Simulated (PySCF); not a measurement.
Correlation energy of Hg(3+) (mercury, charge +3)

[Xe] 4f14 5d9, 2D determinant. Computed with PySCF 2.14 in ANO-RCC-VTZP (8s7p5d3f1g, 84 functions), with the spin-free X2C one-electron Hamiltonian (Gaussian nucleus). Frozen: [Kr] 4d10 4f14; 17 electrons correlated.

```
  level  correlation energy (mhartree)
   CCSD                        -437.58
    (T)                          -8.77
CCSD(T)                        -446.35
```

Diagnostics: T1 = 0.0045, D1 = 0.0131, largest double amplitude 0.024.

Spin-orbit coupling, absent here, splits the open shell strongly.

Cost of the coupled-cluster step: of the order of 20 core-seconds, for 17 correlated electrons.
